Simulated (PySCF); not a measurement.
Geometries of 3 isomers of C2H6OSi2, from PBE0-D3(BJ)/def2-SVP geometry optimisation, gas phase (PySCF 2.14.0). One conformer each, no zero-point energy, no frequencies.

Problem. Which isomer lies lowest at this level?
A.
```xyz
11
angstrom
C      1.166    2.088    0.926
C      1.187    0.925    0.562
Si     1.042   -0.818   -0.020
Si    -1.288   -1.000   -0.298
O     -1.791    0.506   -0.816
H      1.178    3.113    1.254
H      1.628   -1.735    1.003
H      1.801   -0.956   -1.299
H     -1.695   -1.991   -1.333
H     -1.901   -1.397    1.010
H     -1.290    1.238   -0.435
```
B.
```xyz
11
angstrom
C     -1.328    1.120    0.143
C     -0.058    1.395   -0.218
Si     0.967   -0.145   -0.560
O     -0.195   -1.313   -0.252
Si    -1.700   -0.724    0.197
H     -2.040    1.923    0.375
H      0.299    2.431   -0.290
H      1.453   -0.229   -1.969
H      2.134   -0.293    0.358
H     -2.751   -1.143   -0.776
H     -2.084   -1.210    1.554
```
C.
```xyz
11
angstrom
O     -2.801    0.707    0.809
Si    -2.011   -0.053   -0.438
C     -0.191   -0.042   -0.166
C      1.017   -0.047    0.039
Si     2.830   -0.044    0.330
H     -2.600    0.406    1.700
H     -2.339    0.714   -1.665
H     -2.422   -1.481   -0.580
H      3.116    0.615    1.637
H      3.330   -1.448    0.359
H      3.505    0.706   -0.768
```

Solution. B. That is `C1=C[SiH2]O[SiH2]1`, 51.0 kcal/mol below the next.

```tsv
SMILES	atoms numbered as above	E (Eh)	relative (kcal/mol)	relative (kJ/mol)	dipole (D)
C1=C[SiH2]O[SiH2]1	[CH:1]1=[CH:2][SiH2:3][O:4][SiH2:5]1	-733.37431	0.0	0.0	1.65
O[SiH2]C#C[SiH3]	[OH:1][SiH2:2][C:3]#[C:4][SiH3:5]	-733.29301	51.0	213.5	1.44
C#C[SiH2][SiH2]O	[CH:1]#[C:2][SiH2:3][SiH2:4][OH:5]	-733.27948	59.5	249.0	1.29
```

As drawn, the lowest has a C=C bond outside aromatic rings, which the highest lacks; the highest has a C≡C bond, an O–H bond and an Si–Si bond, which the lowest lacks.
